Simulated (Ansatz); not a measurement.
A nudged elastic band was laid between two geometries of ClH + FGe2H5 (10 atoms, charge 0, multiplicity 1).

Theory: RKS PBE-D4/def2-SVP in Ansatz 0.2.0.

```yaml
movable_images: 7
climbing_image: yes
spring: 5.0 eV/Å²
optimiser: quadratic models (default)
start_path: through a guess of the saddle point
force_threshold: 0.05 eV/Å
iteration_limit: 60
end_points: relaxed
```

First end point:

```xyz
10
Properties=species:S:1:pos:R:3
Ge -0.135 -0.247 -0.080
H -0.188 -0.500 1.453
H 1.300 -0.436 -0.640
Ge -1.217 1.834 -0.764
H -2.539 1.521 -1.511
H -1.560 2.695 0.484
H -0.294 2.667 -1.689
F -1.098 -1.551 -0.799
Cl 1.759 2.241 1.351
H 0.721 2.604 2.042
```

Last end point:

```xyz
10
Properties=species:S:1:pos:R:3
Ge 0.801 0.389 -0.514
H -1.439 0.248 2.081
H 1.040 -0.674 -1.622
Ge -0.928 2.091 -0.770
H -2.316 1.419 -0.893
H -0.872 3.014 0.467
H -0.611 2.894 -2.055
F 0.452 -0.541 0.951
Cl 2.697 1.397 -0.144
H -2.075 0.591 2.347
```

**Question.** Which bonds break or form, and what moves?

**Answer.** Bonds broken: Ge1–H2, Cl9–H10. Bonds formed: Ge1–Cl9, H2–H10. ClH + FGe2H5 becomes ClFGe2H4 + H2.

**Question.** Give the energies along the band, and the barrier.

**Answer.** It converged. The highest image is number 3 of 0 to 8, 23.3 kcal/mol above the first end and 37.2 kcal/mol above the last; the last end lies 13.9 kcal/mol below the first. A vibrational analysis at the climbing image gives one clearly imaginary mode, 682i cm⁻¹: a first-order saddle point. The orbitals stay closed-shell, which can raise the energy where a bond breaks towards radicals; this wasn't checked here.

```
image  path coordinate (Å)  energy (kcal/mol)  Ge1–H2 (Å)  Cl9–H10 (Å)  Ge1–Cl9 (Å)
    0                 0.00                0.0        1.55         1.30         3.44
    1                 0.98                0.2        1.56         1.30         3.47
    2                 1.96                1.7        1.58         1.32         3.22
    3                 2.95               23.3        1.84         1.79         2.61
    4                 4.18                0.0        2.67         2.35         2.25
    5                 5.41              -12.0        3.26         3.06         2.18
    6                 6.64              -13.4        3.52         4.29         2.18
    7                 7.87              -13.7        3.54         4.99         2.18
    8                 9.10              -13.9        3.43         5.44         2.18
```

**Question.** What is the geometry of the highest image?

**Answer.** 
```xyz
10
Properties=species:S:1:pos:R:3:forces:R:3
Ge 0.074 0.211 -0.069 0.00 0.01 0.00
H 0.045 0.076 1.769 0.00 0.00 0.00
H 1.346 -0.525 -0.541 0.00 0.00 0.00
Ge -1.261 2.058 -0.914 0.00 0.00 0.00
H -2.401 1.526 -1.821 0.00 0.00 0.00
H -1.841 2.754 0.336 0.00 0.00 0.00
H -0.292 2.981 -1.682 0.00 0.00 0.00
F -1.080 -1.142 0.117 0.00 0.00 0.00
Cl 1.562 2.097 0.946 0.00 -0.01 0.00
H 0.597 0.793 1.706 0.00 0.00 0.00
```

**Question.** What are the harmonic wavenumbers there?

**Answer.** 682i, 79, 124, 150, 167, 226, 265, 319, 461, 478, 589, 632, 745, 763, 829, 841, 924, 929, 1369, 2081, 2107, 2118, 2132, 2474 cm⁻¹.

The band took 31 iterations and of the order of 6 core-minutes.

Time of the run: 97 s on 4 threads of AMD EPYC 9R45 96-Core Processor (Zen 5), with other jobs on the host, peak memory 0.23 GiB.
